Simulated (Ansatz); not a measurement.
Consider the redistribution: `[OH][SnH]([F])[F]` + `[F][GeH2][C]1=CC1` → `[OH][Sn]([F])([F])[F]` + `[GeH3][C]1=CC1`.

Computed with Ansatz on PBE0-D4/def2-TZVP structures; ΔE is electronic, products minus reactants. CCSD(T)/CBS is the MP2 limit (def2-TZVPP, def2-QZVPP) plus CCSD(T) − MP2 in def2-TZVPP, frozen cores. Functionals use def2-TZVPP. def2 core potentials past Kr. For Ge, Sn outer-core shells are correlated without core-valence functions, which leaves a few kJ/mol of doubt a bond. Scalar relativity is left out up to krypton. Each species was taken in one conformer, which may not be the lowest.

**Question.** Is it downhill or uphill in electronic energy at CCSD(T)/CBS, and by how much? (Estimate.)

**Answer.** Ansatz gave: Uphill: ΔE = +6.1 kcal/mol.

**Question.** What do these levels give: r2SCAN-D4, r2SCAN, HF/def2-TZVPP, CCSD(T)/def2-TZVPP, HF/def2-QZVPP, MP2/CBS(def2)? (Best estimate.)

**Answer.** Computed: r2SCAN-D4 7.0, r2SCAN 7.0, HF/def2-TZVPP 9.7, CCSD(T)/def2-TZVPP 7.7, HF/def2-QZVPP 9.0, MP2/CBS(def2) 6.3 kcal/mol.

Largest T1 diagnostic among the species: 0.015.

From PBE to PBE0 (25 % exact exchange), in def2-TZVPP and without D4, ΔE moves by +0.9 kcal/mol. In def2-TZVPP, CCSD(T) changes the Hartree–Fock value by −2.0 kcal/mol (the triples alone add −0.6 kcal/mol) and MP2 by −1.8 kcal/mol.
